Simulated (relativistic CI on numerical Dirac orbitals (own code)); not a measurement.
**Ligand-field terms of d2**

Computed with a parametric ligand-field model of a d^n configuration (Racah B and C, spin-orbit zeta, crystal field), exact diagonalisation.

Field parameters in Wybourne normalisation: Oh B⁴₀ = 21Dq, B⁴₄ = √(5/14) B⁴₀; Td as Oh with Dq negative (B⁴₀ = 21Dq, B⁴₄ = √(5/14) B⁴₀). The field is a parameter set, without covalency.

Question: Lowest levels for B = 390, C = 1940, ζ = 410 cm⁻¹, Oh, 10Dq = 22550 cm⁻¹?

Answer: E 0 (S 1.00), T2 10 (S 1.00), T1 505 (S 1.00), A1 729 (S 1.00), T2 6614 (S 0.01), E 6667 (S 0.01), A1 15010 (S 0.01), A2 21660 (S 1.00), T2 21765 (S 1.00) cm⁻¹, with S from ⟨S²⟩ = S(S + 1). The ground level has 0.01 electrons in the cubic e pair.

Question: Lowest levels for B = 890, C = 3990, ζ = 310 cm⁻¹, Oh, 10Dq = 37750 cm⁻¹?

Answer: E 0 (S 1.00), T2 4 (S 1.00), T1 383 (S 1.00), A1 567 (S 1.00), T2 13873 (S 0.00), E 14007 (S 0.00), A1 31355 (S 0.00), A2 35739 (S 1.00), T2 35819 (S 1.00) cm⁻¹, with S from ⟨S²⟩ = S(S + 1). The ground level has 0.01 electrons in the cubic e pair.

Question: Lowest levels for B = 660, C = 2380, ζ = 550 cm⁻¹, Oh, 10Dq = 19750 cm⁻¹?

Answer: E 0 (S 1.00), T2 25 (S 1.00), T1 743 (S 1.00), A1 1081 (S 1.00), T2 9418 (S 0.02), E 9596 (S 0.01), A2 18509 (S 1.00), T2 18675 (S 1.00), T1 18922 (S 1.00) cm⁻¹, with S from ⟨S²⟩ = S(S + 1). The ground level has 0.03 electrons in the cubic e pair.

Question: Lowest levels for B = 380, C = 1440, ζ = 520 cm⁻¹, Td, 10Dq = -4000 cm⁻¹?

Answer: T2 0 (S 1.00), E 3726 (S 0.92), A2 3909 (S 1.00), T2 4032 (S 1.00), T1 4209 (S 1.00), E 5963 (S 0.42), T2 6497 (S 1.00), E 6790 (S 0.87), T1 7043 (S 0.99) cm⁻¹, with S from ⟨S²⟩ = S(S + 1). The ground level has 1.96 electrons in the cubic e pair.

Question: Lowest levels for B = 990, C = 4980, ζ = 590 cm⁻¹, Td, 10Dq = -4950 cm⁻¹?

Answer: T2 0 (S 1.00), A2 4815 (S 1.00), E 4913 (S 1.00), T2 4984 (S 1.00), T1 5174 (S 1.00), T2 8410 (S 1.00), E 8567 (S 1.00), T1 9236 (S 1.00), A1 9567 (S 1.00) cm⁻¹, with S from ⟨S²⟩ = S(S + 1). The ground level has 1.97 electrons in the cubic e pair.
